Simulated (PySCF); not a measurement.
# Relaxation of singlet SeCl4

Level of theory: PBE0 in PySCF with Se def2-SVP, Cl def2-SVP; no relativity; density-fitted integrals. A (50,194) grid was used.

A start displaced from a saddle point along its imaginary mode, of C4v symmetry, held to at least that symmetry:

Coordinates in bohr (charge 0 multiplicity 1):
```
Se    0.0000    0.0000    0.2268
Cl    4.3569    0.0000   -0.1296
Cl    0.0000    4.3569   -0.1296
Cl   -4.3569    0.0000   -0.1296
Cl    0.0000   -4.3569   -0.1296
```

At each step, columns x, y, z (Å) and Fx, Fy, Fz (eV/Å):

```
step 0  E − E(last) = 78.68 kJ/mol
Se   0.000   0.000   0.120   0.000   0.000   1.899
Cl   2.306   0.000  -0.069  -0.334   0.000  -0.475
Cl   0.000   2.306  -0.069   0.000  -0.334  -0.475
Cl  -2.306   0.000  -0.069   0.334   0.000  -0.475
Cl   0.000  -2.306  -0.069   0.000   0.334  -0.475
step 1  E − E(last) = 30.58 kJ/mol
Se   0.000   0.000   0.332   0.000   0.000   0.939
Cl   2.278   0.000  -0.121  -0.799   0.000  -0.235
Cl   0.000   2.278  -0.121   0.000  -0.799  -0.235
Cl  -2.278   0.000  -0.121   0.799   0.000  -0.235
Cl   0.000  -2.278  -0.121   0.000   0.799  -0.235
step 2  E − E(last) = 14.23 kJ/mol
Se   0.000   0.000   0.596   0.000   0.000  -1.698
Cl   2.192   0.000  -0.188  -0.695   0.000   0.424
Cl   0.000   2.192  -0.188   0.000  -0.695   0.424
Cl  -2.192   0.000  -0.188   0.695   0.000   0.424
Cl   0.000  -2.192  -0.188   0.000   0.695   0.424
step 3  E − E(last) = 1.34 kJ/mol
Se   0.000   0.000   0.504   0.000   0.000  -0.255
Cl   2.182   0.000  -0.165  -0.299   0.000   0.064
Cl   0.000   2.182  -0.165   0.000  -0.299   0.064
Cl  -2.182   0.000  -0.165   0.299   0.000   0.064
Cl   0.000  -2.182  -0.165   0.000   0.299   0.064
step 4  E − E(last) = 0.01 kJ/mol
Se   0.000   0.000   0.501   0.000   0.000   0.060
Cl   2.159   0.000  -0.164   0.011   0.000  -0.015
Cl   0.000   2.159  -0.164   0.000   0.011  -0.015
Cl  -2.159   0.000  -0.164  -0.011   0.000  -0.015
Cl   0.000  -2.159  -0.164   0.000  -0.011  -0.015
step 5  E − E(last) = 0.00 kJ/mol
Se   0.000   0.000   0.505   0.000   0.000   0.003
Cl   2.159   0.000  -0.165  -0.001   0.000  -0.001
Cl   0.000   2.159  -0.165   0.000  -0.001  -0.001
Cl  -2.159   0.000  -0.165   0.001   0.000  -0.001
Cl   0.000  -2.159  -0.165   0.000   0.001  -0.001
```

It ends at C4v with Se–Cl 2.260 Å (×4); Cl–Se–Cl 85.0° (×4), Cl–Se–Cl 145.5° (×2). A frequency run shows 1 imaginary mode, down to 68i cm⁻¹, so it is a saddle point. Other isomers or separated fragments may lie lower.

The relaxation took roughly 50 core-seconds on a shared host.
